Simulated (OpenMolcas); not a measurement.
Os2+ (d6) among equal point charges was computed by CASSCF with the d shell active (OpenMolcas, ANO-RCC-VDZP on the metal). Its lowest spin-free states, and all those of the highest spin:

| 2S+1 | Degeneracy | E (cm-1) |
| --- | --- | --- |
| 1 | 1 | 0.0 |
| 5 | 1 | 1515 |
| 3 | 2 | 3031 |
| 3 | 1 | 4338 |
| 5 | 2 | 6599 |
| 1 | 1 | 11316 |
| 1 | 2 | 11692 |
| 3 | 2 | 12153 |
| 3 | 1 | 16568 |
| 3 | 2 | 16729 |
| 5 | 1 | 17230 |
| 3 | 1 | 18458 |
| 5 | 1 | 29253 |

Is the site octahedral, tetrahedral or cube-like, axial, or of lower symmetry?

The states with 2S+1 = 5 have orbital degeneracies 1, 2, 1, 1. There are pairs but no triples, so the site is axial: not cubic, but with a proper or improper axis of order three or more. The run had Os2+ among 6 point charges of -1.7 e arranged as a tetragonal octahedron (D4h), 2.06 Å from the ion, with the axial distance 1.813 Å. The active orbitals were held to one l.

Spin-orbit coupling mixes the spin-free states strongly: the lowest level takes only 38 % from its leading state, 1A1. Without dynamic correlation the repulsion within the d shell is too large (B by tens of per cent), so at a given field states of lower spin stand too high. This shell can be high or low spin here, a state of another spin lies low, and with metal d orbitals alone active their balance is uncertain, so the ground spin may be wrong, although the usual error favours high spin. Point charges carry no covalency, so the field is a model and not that of real ligands. No measured value stands beside these numbers.
